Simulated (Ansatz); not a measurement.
SiSe2. Charge 0, multiplicity 1. Geometry PBE-D4/def2-TZVP.

| atom | x (Å) | y (Å) | z (Å) |
| --- | --- | --- | --- |
| Si1 | -0.5000 | 0.6798 | -0.9709 |
| Se2 | -0.6428 | 0.0565 | 1.2227 |
| Se3 | 1.1427 | -0.7363 | -0.2517 |

Another isomer (singlet) lies 0.54 eV lower at PBE0-D4/def2-TZVP; other spin states weren't run for this one.

(1) Estimate the orbital energies around the gap (eV) in Ansatz with LDA (SPW92)/def2-TZVP, PBE-D4/def2-TZVP, r2SCAN-D4/def2-TZVP, PBE0-D4/def2-TZVP, CAM-B3LYP-D4/def2-TZVP.

Results:

(1) 
| orbital | LDA (SPW92)/def2-TZVP | PBE-D4/def2-TZVP | r2SCAN-D4/def2-TZVP | PBE0-D4/def2-TZVP | CAM-B3LYP-D4/def2-TZVP |
| --- | --- | --- | --- | --- | --- |
| HOMO−5 | -11.67 | -11.52 | -11.95 | -13.04 | -14.56 |
| HOMO−4 | -8.91 | -8.74 | -9.10 | -9.77 | -10.85 |
| HOMO−3 | -7.92 | -7.77 | -8.12 | -8.98 | -10.22 |
| HOMO−2 | -7.43 | -7.28 | -7.60 | -8.36 | -9.51 |
| HOMO−1 | -6.80 | -6.66 | -6.90 | -7.68 | -8.85 |
| HOMO | -5.45 | -5.30 | -5.55 | -6.34 | -7.50 |
| LUMO | -3.64 | -3.46 | -3.43 | -2.76 | -1.70 |
| LUMO+1 | -3.48 | -3.25 | -3.20 | -2.41 | -1.33 |
| LUMO+2 | -1.71 | -1.52 | -1.34 | -0.78 | 0.21 |
| LUMO+3 | -0.77 | -0.57 | -0.19 | 0.21 | 1.15 |
| LUMO+4 | 1.87 | 2.11 | 2.61 | 2.91 | 3.97 |
| LUMO+5 | 2.79 | 2.94 | 3.49 | 3.75 | 4.79 |
